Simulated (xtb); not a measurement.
I$_{2}$Zn, charge -1, doublet, from a rough starting geometry (GFN-xTB shapes and energies of metal compounds can be far from the true ones) (a state made from the parent by changing its charge; the spin is typed, not shown lowest); GFN2-xTB (xtb).

Here is a job for xtb.
```
$ xtb mol.xyz --gfn 2 --chrg -1 --uhf 1 --opt vtight --json

# file mol.xyz
3

Zn    -0.04203817    -0.04749935     0.01521474
I     -0.19121671     1.93330640    -1.47218592
I      0.27312355    -1.92690358     1.49844275
```

The log (banner, timings and long lists left out):

```
   ID    Z sym.   atoms
    1   30 Zn     1
    2   53 I      2, 3

           -------------------------------------------------
          |                Calculation Setup                |
           -------------------------------------------------

           -------------------------------------------------
          |                 G F N 2 - x T B                 |
           -------------------------------------------------

          ...................................................
          :                      SETUP                      :
          :.................................................:
          :  # basis functions                  24          :
          :  # atomic orbitals                  22          :
          :  # shells                            8          :
          :  # electrons                        17          :
          :  max. iterations                   250          :
          :  Hamiltonian                  GFN2-xTB          :
          :  restarted?                      false          :
          :  GBSA solvation                  false          :
          :  PC potential                    false          :
          :  electronic temp.          300.0000000     K    :
          :  accuracy                    1.0000000          :
          :  -> integral cutoff          0.2500000E+02      :
          :  -> integral neglect         0.1000000E-07      :
          :  -> SCF convergence          0.1000000E-05 Eh   :
          :  -> wf. convergence          0.1000000E-03 e    :
          :  Broyden damping             0.4000000          :
          :  net charge                         -1          :
          :  unpaired electrons                  1          :
          ...................................................

 iter      E             dE          RMSdq      gap      omega  full diag
   1     -8.1532513 -0.815325E+01  0.191E+01    1.82       0.0  T
   2     -8.2457107 -0.924594E-01  0.117E+01    3.43       1.0  T
   3     -8.4209662 -0.175255E+00  0.559E+00    3.57       1.0  T
   4     -8.4048437  0.161225E-01  0.608E+00    3.62       1.0  T
   5     -8.4217963 -0.169526E-01  0.167E+00    3.86       1.0  T
   6     -8.4228258 -0.102951E-02  0.886E-01    3.83       1.0  T
   7     -8.4230108 -0.184990E-03  0.616E-02    3.79       1.0  T
   8     -8.4230106  0.213739E-06  0.405E-02    3.79       1.4  T
   9     -8.4230113 -0.752283E-06  0.864E-03    3.79       6.7  T
  10     -8.4230113 -0.192593E-07  0.731E-03    3.79       7.9  T
  11     -8.4230113 -0.218869E-08  0.383E-03    3.79      15.1  T
  12     -8.4230113 -0.764696E-08  0.595E-04    3.79      97.1  T
  13     -8.4230113  0.346834E-10  0.216E-04    3.79     267.4  T

   *** convergence criteria satisfied after 13 iterations ***

         :::::::::::::::::::::::::::::::::::::::::::::::::::::
         ::                     SUMMARY                     ::
         :::::::::::::::::::::::::::::::::::::::::::::::::::::
         :: total energy              -8.410522081928 Eh    ::
         :: gradient norm              0.150335053696 Eh/a0 ::
         :: HOMO-LUMO gap              3.788753102879 eV    ::
         ::.................................................::
         :: SCC energy                -8.423011543108 Eh    ::
         :: -> isotropic ES            0.144293506926 Eh    ::
         :: -> anisotropic ES         -0.004269848084 Eh    ::
         :: -> anisotropic XC         -0.024065401111 Eh    ::
         :: -> dispersion             -0.002666486408 Eh    ::
         :: repulsion energy           0.012489461180 Eh    ::
         :: add. restraining           0.000000000000 Eh    ::
         :: total charge              -1.000000000000 e     ::
         :::::::::::::::::::::::::::::::::::::::::::::::::::::

      -----------------------------------------------------------
     |                   =====================                   |
[...]
 * total energy  :    -8.5023066 Eh     change       -0.1199119E-01 Eh
 * total energy  :    -8.5079096 Eh     change       -0.5603019E-02 Eh
 * total energy  :    -8.5086095 Eh     change       -0.6998823E-03 Eh
 * total energy  :    -8.5092951 Eh     change       -0.6856068E-03 Eh
 * total energy  :    -8.5118119 Eh     change       -0.2516768E-02 Eh
 * total energy  :    -8.5137708 Eh     change       -0.1958907E-02 Eh
 * total energy  :    -8.5143762 Eh     change       -0.6054161E-03 Eh
 * total energy  :    -8.5144416 Eh     change       -0.6539746E-04 Eh
 * total energy  :    -8.5144941 Eh     change       -0.5252806E-04 Eh
 * total energy  :    -8.5144967 Eh     change       -0.2617016E-05 Eh
 * total energy  :    -8.5144969 Eh     change       -0.1848113E-06 Eh
 * total energy  :    -8.5144969 Eh     change       -0.1452234E-07 Eh
   *** GEOMETRY OPTIMIZATION CONVERGED AFTER 14 ITERATIONS ***
         :: total energy              -8.514496927439 Eh    ::
[...]

           -------------------------------------------------
          |                Property Printout                |
           -------------------------------------------------

    * Orbital Energies and Occupations

         #    Occupation            Energy/Eh            Energy/eV
      -------------------------------------------------------------
         1        2.0000           -0.5255780             -14.3017
         2        2.0000           -0.5238198             -14.2539
         3        2.0000           -0.2770394              -7.5386
         4        2.0000           -0.2418158              -6.5801
         5        2.0000           -0.2307179              -6.2782
         6        2.0000           -0.2286862              -6.2229
         7        2.0000           -0.2253538              -6.1322
         8        2.0000           -0.2240231              -6.0960
         9        1.0000           -0.1572455              -4.2789 (HOMO)
        10                          0.0801936               2.1822 (LUMO)
        11                          0.2201625               5.9909
        12                          0.2439268               6.6376
        13                          0.2571255               6.9967
        14                          0.2601921               7.0802
        15                          0.2629634               7.1556
        16                          0.2631946               7.1619
        17                          0.2640188               7.1843
        18                          0.2650036               7.2111
        19                          0.2795587               7.6072
        20                          0.2819689               7.6728
       ...                                ...                  ...
        22                          0.6455212              17.5655
      -------------------------------------------------------------
                  HL-Gap            0.2374391 Eh            6.4610 eV
             Fermi-level           -0.1145801 Eh           -3.1179 eV

     #   Z          covCN         q      C6AA      α(0)
     1  30 Zn       1.425     0.117   124.019    21.754
     2  53 I        0.713    -0.559   414.537    35.151
     3  53 I        0.712    -0.559   414.541    35.151

 Mol. C6AA /au·bohr⁶  :       2682.916688
 Mol. C8AA /au·bohr⁸  :     238198.944075
 Mol. α(0) /au        :         92.056660

Wiberg/Mayer (AO) data.
largest (>0.10) Wiberg bond orders for each atom

 ---------------------------------------------------------------------------
     #   Z sym  total        # sym  WBO       # sym  WBO       # sym  WBO
 ---------------------------------------------------------------------------
     1  30 Zn   1.258 --     2 I    0.629     3 I    0.629
     2  53 I    0.693 --     1 Zn   0.629
     3  53 I    0.693 --     1 Zn   0.629
 ---------------------------------------------------------------------------

Topologies differ in total number of bonds
Writing topology from bond orders to xtbtopo.mol

molecular dipole:
                 x           y           z       tot (Debye)
 q only:       -1.338      -0.314      -0.326
   full:       -2.044      -0.497      -0.487       5.489
molecular quadrupole (traceless):
                xx          xy          yy          xz          yz          zz
 q only:       10.690       1.697     -10.013      -1.704      16.453      -0.677
  q+dip:       15.495       2.068     -15.198      -3.263      26.045      -0.297
   full:       15.157       1.866     -15.140      -3.509      26.356      -0.017

optimized geometry written to: xtbopt.xyz

           -------------------------------------------------
          | TOTAL ENERGY               -8.514496927439 Eh   |
          | GRADIENT NORM               0.000014171781 Eh/α |
          | HOMO-LUMO GAP               6.461047032598 eV   |
           -------------------------------------------------

normal termination of xtb
```
